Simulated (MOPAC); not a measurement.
Input file for MOPAC: AM1 on CH8GeO (a complex).

```
AM1 1SCF PRECISE CHARGE=0 THREADS=1
CH8GeO

C     -0.25341318 1     1.63083710 1     0.35151952 1
Ge     0.36107738 1    -0.22090226 1     0.16455308 1
H     -0.69388115 1     1.75868986 1     1.33881518 1
H     -0.99972265 1     1.85843719 1    -0.40893760 1
H      0.58377618 1     2.31873543 1     0.23758930 1
H      1.41222320 1    -0.56167803 1     1.24248981 1
H      0.99942652 1    -0.46636205 1    -1.21691306 1
H     -0.81507315 1    -1.20792001 1     0.32634282 1
O     -0.97527621 1    -0.18889360 1     3.33410794 1
H     -0.06047313 1    -0.48330339 1     3.40089211 1
H     -1.41539668 1    -0.86873935 1     2.81233372 1
```

Program output:

```
*******************************************************************************
 **                                                                           **
 **                              MOPAC v23.2.5                                **
 **                                                                           **
 *******************************************************************************
 ** MOPAC's Digital Object Identifier: https://doi.org/10.5281/zenodo.6511958 **
 **                                                                           **
 ** Please cite the open-source release paper for use of this MOPAC version:  **
 ** J. E. Moussa and J. J. P. Stewart (2026)                                  **
 ** MOPAC: An open-source semiempirical molecular orbital program             **
 ** J. Open Source Softw., 11(119), 8025, https://doi.org/10.21105/joss.08025 **
 *******************************************************************************

                              AM1 CALCULATION RESULTS

 *******************************************************************************
 *  AM1        - The AM1 Hamiltonian to be used
 *
 *
 *
 *                 CHARGE ON SYSTEM = 0
 *
 *
 *
 *  PRECISE    - TIGHTER CRITERIA TO BE USED
 *  1SCF       - DO 1 SCF AND THEN STOP
 *  THREADS=1  - MULTI-THREADING NOT USED
 *  T=         - A TIME OF 172800.0 SECONDS REQUESTED
 *  DUMP=N     - RESTART FILE WRITTEN EVERY 7200.0 SECONDS REQUESTED
 *******************************************************************************
AM1 1SCF PRECISE CHARGE=0 THREADS=1
 CH8GeO

   ATOM   CHEMICAL          X               Y               Z
  NUMBER   SYMBOL      (ANGSTROMS)     (ANGSTROMS)     (ANGSTROMS)

     1       C         -0.25341318  *   1.63083710  *   0.35151952  *
     2      Ge          0.36107738  *  -0.22090226  *   0.16455308  *
     3       H         -0.69388115  *   1.75868986  *   1.33881518  *
     4       H         -0.99972265  *   1.85843719  *  -0.40893760  *
     5       H          0.58377618  *   2.31873543  *   0.23758930  *
     6       H          1.41222320  *  -0.56167803  *   1.24248981  *
     7       H          0.99942652  *  -0.46636205  *  -1.21691306  *
     8       H         -0.81507315  *  -1.20792001  *   0.32634282  *
     9       O         -0.97527621  *  -0.18889360  *   3.33410794  *
    10       H         -0.06047313  *  -0.48330339  *   3.40089211  *
    11       H         -1.41539668  *  -0.86873935  *   2.81233372  *



          CARTESIAN COORDINATES

    NO.       ATOM           X           Y           Z

     1         C         -0.2534      1.6308      0.3515
     2        Ge          0.3611     -0.2209      0.1646
     3         H         -0.6939      1.7587      1.3388
     4         H         -0.9997      1.8584     -0.4089
     5         H          0.5838      2.3187      0.2376
     6         H          1.4122     -0.5617      1.2425
     7         H          0.9994     -0.4664     -1.2169
     8         H         -0.8151     -1.2079      0.3263
     9         O         -0.9753     -0.1889      3.3341
    10         H         -0.0605     -0.4833      3.4009
    11         H         -1.4154     -0.8687      2.8123

  H: (AM1): M.J.S. DEWAR ET AL, J. AM. CHEM. SOC. 107 3902-3909 (1985)
  C: (AM1): M.J.S. DEWAR ET AL, J. AM. CHEM. SOC. 107 3902-3909 (1985)
  O: (AM1): M.J.S. DEWAR ET AL, J. AM. CHEM. SOC. 107 3902-3909 (1985)
 Ge: (AM1): M.J.S.Dewar and C.Jie, Organometallics, 8, 1544, (1989)

           Empirical Formula: C H8 O Ge  =    11 atoms



      MOLECULAR POINT GROUP   :   Cs


      RHF CALCULATION, NO. OF DOUBLY OCCUPIED LEVELS = 11


 -------------------------------------------------------------------------------
 AM1 1SCF PRECISE CHARGE=0 THREADS=1
 CH8GeO



     1SCF WAS SPECIFIED, SO BFGS WAS NOT USED
     SCF FIELD WAS ACHIEVED


                              AM1 CALCULATION
                                                       MOPAC v23.2.5 Linux




          FINAL HEAT OF FORMATION =        -42.90332 KCAL/MOL =    -179.50750 KJ/MOL


          COSMO AREA              =        123.22 SQUARE ANGSTROMS
          COSMO VOLUME            =        111.19 CUBIC ANGSTROMS

          IONIZATION POTENTIAL    =         11.306766 EV
          HOMO LUMO ENERGIES (EV) =        -11.307  0.742
          NO. OF FILLED LEVELS    =         11
          MOLECULAR WEIGHT        =        108.6636         POINT GROUP:  Cs

          MOLECULAR DIMENSIONS (Angstroms)

            Atom       Atom       Distance
            O     9    H     7     4.96873
            H     4    H     6     3.77176
            H     5    H     8     3.51613


          SCF CALCULATIONS        =          1





   ATOM   CHEMICAL          X               Y               Z
  NUMBER   SYMBOL      (ANGSTROMS)     (ANGSTROMS)     (ANGSTROMS)

     1       C         -0.25341318  *   1.63083710  *   0.35151952  *
     2      Ge          0.36107738  *  -0.22090226  *   0.16455308  *
     3       H         -0.69388115  *   1.75868986  *   1.33881518  *
     4       H         -0.99972265  *   1.85843719  *  -0.40893760  *
     5       H          0.58377618  *   2.31873543  *   0.23758930  *
     6       H          1.41222320  *  -0.56167803  *   1.24248981  *
     7       H          0.99942652  *  -0.46636205  *  -1.21691306  *
     8       H         -0.81507315  *  -1.20792001  *   0.32634282  *
     9       O         -0.97527621  *  -0.18889360  *   3.33410794  *
    10       H         -0.06047313  *  -0.48330339  *   3.40089211  *
    11       H         -1.41539668  *  -0.86873935  *   2.81233372  *

                             CARTESIAN COORDINATES

   1    C       -0.253413180     1.630837100     0.351519520
   2   Ge        0.361077380    -0.220902260     0.164553080
   3    H       -0.693881150     1.758689860     1.338815180
   4    H       -0.999722650     1.858437190    -0.408937600
   5    H        0.583776180     2.318735430     0.237589300
   6    H        1.412223200    -0.561678030     1.242489810
   7    H        0.999426520    -0.466362050    -1.216913060
   8    H       -0.815073150    -1.207920010     0.326342820
   9    O       -0.975276210    -0.188893600     3.334107940
  10    H       -0.060473130    -0.483303390     3.400892110
  11    H       -1.415396680    -0.868739350     2.812333720


           Empirical Formula: C H8 O Ge  =    11 atoms



      MOLECULAR POINT GROUP   :   Cs


                  EIGENVALUES
 -36.44284 -28.91227 -18.26802 -15.35733 -14.51517 -13.66009 -13.65845 -12.41577
 -11.41036 -11.37980 -11.30677   0.74203   0.77708   0.95996   2.75820   4.35021
   4.67748   4.76842   5.32252   6.21529


              NET ATOMIC CHARGES AND DIPOLE CONTRIBUTIONS

  ATOM NO.   TYPE          CHARGE      No. of ELECS.   s-Pop       p-Pop
    1          C          -0.353464        4.3535     1.24995     3.10351
    2         Ge           0.286193        3.7138     0.89634     2.81747
    3          H           0.090290        0.9097     0.90971
    4          H           0.075444        0.9246     0.92456
    5          H           0.075451        0.9245     0.92455
    6          H          -0.063599        1.0636     1.06360
    7          H          -0.047108        1.0471     1.04711
    8          H          -0.064107        1.0641     1.06411
    9          O          -0.389254        6.3893     1.86199     4.52727
   10          H           0.195028        0.8050     0.80497
   11          H           0.195125        0.8049     0.80487
 DIPOLE           X         Y         Z       TOTAL
 POINT-CHG.     0.509    -1.061    -0.469     1.266
 HYBRID         0.159    -0.212    -0.234     0.354
 SUM            0.668    -1.272    -0.703     1.600


          ATOMIC ORBITAL ELECTRON POPULATIONS

     Atom    s        px        py        pz
    1  C   1.24995   1.03140   1.03312   1.03898
    2 Ge   0.89634   0.94160   0.91835   0.95752
    3  H   0.90971
    4  H   0.92456
    5  H   0.92455
    6  H   1.06360
    7  H   1.04711
    8  H   1.06411
    9  O   1.86199   1.25093   1.49641   1.77992
   10  H   0.80497
   11  H   0.80487

 **********************
 *                    *
 * JOB ENDED NORMALLY *
 *                    *
 **********************




 == MOPAC DONE ==
```

The run finished.

Cost: about 0.020 core-seconds (a rough figure).
